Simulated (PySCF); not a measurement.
Electron correlation in C⁻ (carbon, charge -1)

[He] 2s2 2p3, high-spin 4S determinant. Computed with PySCF 2.14 in def2-QZVPPD (8s4p4d2f1g, 63 functions), with the non-relativistic Hamiltonian (point nucleus). Frozen: 1s2; 5 electrons correlated.

```
  level  correlation energy (mhartree)
   CCSD                        -114.89
    (T)                          -4.67
CCSD(T)                        -119.56
```

Diagnostics: T1 = 0.011, D1 = 0.0170, largest double amplitude 0.044.

Cost of the coupled-cluster step: roughly 10 core-seconds, for 5 correlated electrons.
